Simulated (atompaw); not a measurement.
**An all-electron radial function and its pseudo partner (manganese)**

Columns: radius, all-electron u(r) and pseudo u(r) of the 3s shell (level -85.41 eV) of manganese in the configuration [Ne] 3s2 3p6 3d5 4s2 4p0; LDA (PW92), scalar-relativistic, PAW (atompaw) scheme, atompaw 4.2.0.5.

```
r (bohr)  all-electron  pseudo
   0.075        0.0478  0.2332
   0.150       -0.5581  0.4577
   0.225       -0.5956  0.6651
   0.300       -0.2590  0.8481
   0.375        0.1885  1.0008
   0.450        0.5949  1.1190
   0.525        0.8991  1.2003
   0.600        1.0918  1.2444
   0.675        1.1870  1.2529
   0.750        1.2071  1.2291
   0.825        1.1740  1.1781
   0.900        1.1067  1.1056
   0.975        1.0195  1.0183
   1.050        0.9230  0.9226
   1.125        0.8244  0.8244
   1.200        0.7286  0.7286
   1.275        0.6384  0.6384
   1.350        0.5555  0.5555
   1.425        0.4806  0.4806
   1.500        0.4138  0.4138
   1.575        0.3549  0.3549
   1.650        0.3033  0.3033
   1.725        0.2585  0.2585
   1.800        0.2197  0.2197
   1.875        0.1864  0.1864
   1.950        0.1578  0.1578
```

**Question.** How many radial nodes do the two functions have?

**Answer.** The all-electron 3s function has n − l − 1 = 2; the pseudo-wave has 0, since the states of the same l below it are removed with the core.

**Question.** At about which radius was the pseudo-wave matched?

**Answer.** 1.20 bohr. The columns agree to 0.0005 from 1.05 bohr on; several derivatives are matched, so the curves merge somewhat inside the radius.

**Question.** Where does each function peak?

**Answer.** Outermost all-electron maximum near 0.75 bohr, pseudo maximum near 0.68 bohr (to the table’s step).

**Question.** Is the pseudo-wave norm-conserving?

**Answer.** No, it belongs to a PAW set: the norm inside the radius is not constrained, and the difference is carried by the augmentation charge.
